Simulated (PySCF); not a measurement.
F₄H₂NTa, SMILES [NH2][Ta]([F])([F])([F])[F], multiplicity 1.

Geometry optimised at B3LYP-D3(BJ)/def2-SVP. The spin state was assumed, not searched. The structure was generated by enumeration; whether it is a known compound was not checked. The def2 effective core potentials stand for the cores of Ta; spin–orbit coupling is left out. One conformer was computed; it need not be the lowest.

Computed with PySCF with B3LYP/def2-TZVP.

Symmetry labels are those of the subgroup C2v that the program uses (full group C2v).

List the valence orbital energies around the gap with their symmetry. (An estimate is asked for; the answer gives what the named calculation found.)


```
orbital  symmetry  energy (eV)
-------  --------  -----------
HOMO−7         B2       -12.21
HOMO−6         A1       -12.13
HOMO−5         B1       -11.88
HOMO−4         B2       -11.83
HOMO−3         B1       -11.64
HOMO−2         A1       -11.45
HOMO−1         A2       -11.41
HOMO           B2        -8.76
LUMO           B1        -2.71
LUMO+1         A2        -2.11
LUMO+2         A1        -1.17
LUMO+3         B2        -0.80
```
